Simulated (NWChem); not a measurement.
System: CH4OSSi, singlet; SMILES O(C)[Si]S

NWChem input:

```
start job
memory heap 200 mb stack 900 mb global 1100 mb
geometry units angstroms noautosym nocenter noautoz
  Si     0.799712     0.021692    -0.001726
  O     -0.495280    -1.031669    -0.000068
  C     -0.388129    -2.431142     0.000338
  H     -0.881963    -2.842154     0.895413
  H     -0.893630    -2.843203    -0.887680
  H      0.662590    -2.777129    -0.006309
  S     -0.377819     1.828602     0.000790
  H      0.721467     2.615329    -0.000563
end
basis spherical
  * library def2-svp
end
dft
  xc pbe0
  iterations 150
end
cosmo
  do_cosmo_smd true
  solvent hexane
end
task dft energy
```

Parts of the log:

```
             Northwest Computational Chemistry Package (NWChem) 7.3.0
             --------------------------------------------------------

                             Geometry "geometry" -> ""
                             -------------------------

 Output coordinates in angstroms (scale by  1.889725989 to convert to a.u.)

  No.       Tag          Charge          X              Y              Z
 ---- ---------------- ---------- -------------- -------------- --------------
    1 Si                  14.0000     0.79971200     0.02169200    -0.00172600
    2 O                    8.0000    -0.49528000    -1.03166900    -0.00006800
    3 C                    6.0000    -0.38812900    -2.43114200     0.00033800
    4 H                    1.0000    -0.88196300    -2.84215400     0.89541300
    5 H                    1.0000    -0.89363000    -2.84320300    -0.88768000
    6 H                    1.0000     0.66259000    -2.77712900    -0.00630900
    7 S                   16.0000    -0.37781900     1.82860200     0.00079000
    8 H                    1.0000     0.72146700     2.61532900    -0.00056300

 Effective nuclear repulsion energy (a.u.)     199.5181334225

                                 NWChem DFT Module
                                 -----------------

 Summary of "ao basis" -> "ao basis" (spherical)
 ------------------------------------------------------------------------------
       Tag                 Description            Shells   Functions and Types
 ---------------- ------------------------------  ------  ---------------------
 Si                         def2-svp                 8       18   4s3p1d
 O                          def2-svp                 6       14   3s2p1d
 C                          def2-svp                 6       14   3s2p1d
 H                          def2-svp                 3        5   2s1p
 S                          def2-svp                 8       18   4s3p1d

 in cosmo_initialize ...
 calling solv_data for solv:hexane

 solvent parameters
 solvname_short: hexane
 solvname_long:  n-hexane
 dielec:        1.8819
 dielecinf:     1.8903
 nonaqueous SMD model solvent descriptors
 dielec:        1.8819
 sola:          0.0000
 solb:          0.0000
 solc:          0.0000
 solg:         25.7500
 solh:          0.0000
 soln:          1.3749

          ---------------
          -cosmo- solvent
          ---------------
 Cosmo: York-Karplus, doi: 10.1021/jp992097l
 dielectric constant -eps-     =   1.88
 screen = (eps-1)/(eps    )    =   0.46862
 surface charge correction     = lagrangian

   van der Waals surface
 --------------------------

 ---------- ATOMIC COORDINATES (A.U.) ------------ VDWR(ANG.) --
     1    1.51123655    0.04099194   -0.00326167     2.470
     2   -0.93594349   -1.94957172   -0.00012850     2.294
     3   -0.73345746   -4.59419222    0.00063873     1.850
     4   -1.66666840   -5.37089228    1.69208522     1.200
     5   -1.68871584   -5.37287460   -1.67747197     1.200
     6    1.25211354   -5.24801284   -0.01192228     1.200
     7   -0.71397438    3.45555672    0.00149288     2.490
     8    1.36337494    4.94225518   -0.00106392     1.200
 number of segments per atom =        128
 number of   points per atom =        128
 atom (   nspa,  nppa )
 ----------------------
    1 (     70,     0 )       0
    2 (     56,     0 )       0
    3 (     44,     0 )       0
    4 (     50,     0 )       0
    5 (     50,     0 )       0
    6 (     48,     0 )       0
    7 (     90,     0 )       0
    8 (     20,     0 )       0
 number of -cosmo- surface points =      428
 molecular surface =    143.343 angstrom**2
 molecular volume  =    137.672 angstrom**3
 -lineq- algorithm             =   0
 -bem- low  level              =   3
 -bem- from -octahedral-
 gaussian surface charge width =   4.50000
 degree of switching           =   1.00000
 switching function tolerance  =   0.00010
 atomic radii =
 --------------
    1 14.000  2.470
    2  8.000  2.294
    3  6.000  1.850
    4  1.000  1.200
    5  1.000  1.200
    6  1.000  1.200
    7 16.000  2.490
    8  1.000  1.200
 ...... end of -cosmo- initialization ......

 nat:                     8
 ixmem:                  3618
 calling mnsol_interface()
 G(SMD-CDS) energy (kcal/mol)  =    -1.883
 SMD-CDS SASA (angstrom**2)    =   145.760

[...]

                                COSMO-SMD solvation results
                                ---------------------------

             internal energy in gas <Psi(g)|H|Psi(g)> =      -802.753977991354
         internal energy in solvent <Psi(s)|H|Psi(s)> =      -802.753834155473
                               delta internal energy  =         0.000143835881 (    0.09 kcal/mol)
   total free energy in solvent <Psi(s)|H+V/2|Psi(s)> =      -802.756407946267
 polarization energy contribution <Psi(s)|V/2|Psi(s)> =        -0.002573790794 (   -1.62 kcal/mol)
    total free energy in solvent including G(SMD-CDS) =      -802.759408366447
                       G(SMD-CDS) energy contribution =        -0.003000420179 (   -1.88 kcal/mol)
     1 M fixed-concentration free energy of solvation =        -0.005430375093 (   -3.41 kcal/mol)

                       DFT Final Molecular Orbital Analysis
                       ------------------------------------

 Vector   22  Occ=2.000000D+00  E=-3.314140D-01
              MO Center= -3.8D-01, -1.1D+00,  1.6D-03, r^2= 3.1D+00
   Bfn.  Coefficient  Atom+Function         Bfn.  Coefficient  Atom+Function
  ----- ------------  ---------------      ----- ------------  ---------------
    24      0.432637  2 O  pz                27      0.333460  2 O  pz
    38     -0.239312  3 C  pz                47     -0.214243  4 H  s
    52      0.212836  5 H  s                 74      0.191017  7 S  pz
    13      0.179466  1 Si pz                10      0.158336  1 Si pz
    71      0.141820  7 S  pz                48     -0.109857  4 H  s

 Vector   23  Occ=2.000000D+00  E=-2.790062D-01
              MO Center= -3.3D-01,  1.2D+00,  7.9D-04, r^2= 3.0D+00
   Bfn.  Coefficient  Atom+Function         Bfn.  Coefficient  Atom+Function
  ----- ------------  ---------------      ----- ------------  ---------------
    74      0.586424  7 S  pz                71      0.399844  7 S  pz
    24     -0.248185  2 O  pz                68      0.230084  7 S  pz
    27     -0.200777  2 O  pz                47      0.089027  4 H  s
    52     -0.088499  5 H  s                 13      0.080931  1 Si pz
    38      0.080403  3 C  pz                15      0.065484  1 Si d -1

 Vector   24  Occ=2.000000D+00  E=-2.463938D-01
              MO Center=  7.2D-01,  2.3D-01, -1.6D-03, r^2= 3.5D+00
   Bfn.  Coefficient  Atom+Function         Bfn.  Coefficient  Atom+Function
  ----- ------------  ---------------      ----- ------------  ---------------
     4      0.446602  1 Si s                  3      0.345139  1 Si s
     8      0.269433  1 Si px                73      0.265919  7 S  py
    22     -0.260371  2 O  px                72     -0.258781  7 S  px
    11      0.241033  1 Si px                 2      0.219071  1 Si s
    25     -0.212921  2 O  px                70      0.189091  7 S  py

 Vector   25  Occ=0.000000D+00  E=-5.674422D-02
              MO Center=  6.7D-01,  1.3D-01, -1.2D-03, r^2= 3.1D+00
   Bfn.  Coefficient  Atom+Function         Bfn.  Coefficient  Atom+Function
  ----- ------------  ---------------      ----- ------------  ---------------
    13      0.734678  1 Si pz                10      0.386871  1 Si pz
    74     -0.330244  7 S  pz                27     -0.239486  2 O  pz
    24     -0.227223  2 O  pz                 7     -0.203212  1 Si pz
    71     -0.162905  7 S  pz                68     -0.093269  7 S  pz
    48      0.068432  4 H  s                 53     -0.067333  5 H  s

 Vector   26  Occ=0.000000D+00  E= 2.171709D-02
              MO Center=  8.2D-01, -2.1D-01, -2.1D-03, r^2= 4.4D+00
   Bfn.  Coefficient  Atom+Function         Bfn.  Coefficient  Atom+Function
  ----- ------------  ---------------      ----- ------------  ---------------
    12      1.008160  1 Si py                35      0.719419  3 C  s
    58     -0.452748  6 H  s                 21      0.393402  2 O  s
    73      0.393823  7 S  py                 9      0.279600  1 Si py
    65     -0.239829  7 S  s                 72     -0.223042  7 S  px
    48     -0.210743  4 H  s                 53     -0.210973  5 H  s

 Vector   27  Occ=0.000000D+00  E= 4.632475D-02
              MO Center=  5.0D-01,  2.2D+00, -4.6D-04, r^2= 3.2D+00
   Bfn.  Coefficient  Atom+Function         Bfn.  Coefficient  Atom+Function
  ----- ------------  ---------------      ----- ------------  ---------------
    81      1.262277  8 H  s                 65     -0.869953  7 S  s
    72     -0.746947  7 S  px                73     -0.477936  7 S  py
     4      0.344445  1 Si s                 80      0.297261  8 H  s
     3     -0.262025  1 Si s                 64     -0.208335  7 S  s
    69     -0.198583  7 S  px                35      0.195220  3 C  s

     Multipole analysis of the density
     ---------------------------------

     L   x y z        total         alpha         beta         nuclear
     -   - - -        -----         -----         ----         -------
     0   0 0 0      0.000000    -24.000000    -24.000000     48.000000

     1   1 0 0      0.430307      1.662387      1.662387     -2.894467
     1   0 1 0     -0.556555     -1.104049     -1.104049      1.651543
     1   0 0 1     -0.000190      0.008578      0.008578     -0.017346

     2   2 0 0    -30.764543    -45.093101    -45.093101     59.421658
     2   1 1 0      2.742592     -5.828498     -5.828498     14.399588
     2   1 0 1      0.004624      0.048143      0.048143     -0.091661
     2   0 2 0    -23.793947   -240.799735   -240.799735    457.805523
     2   0 1 1     -0.004393     -0.025804     -0.025804      0.047215
     2   0 0 2    -28.478271    -17.077833    -17.077833      5.677395
```

Level: PBE0/def2-SVP, SMD on the gas-phase geometry. Low-valent species are run as closed-shell singlets; no triplet was tried in these runs. Structure relaxed at the PBE0/def2-SVP level. Solvent: n-hexane.
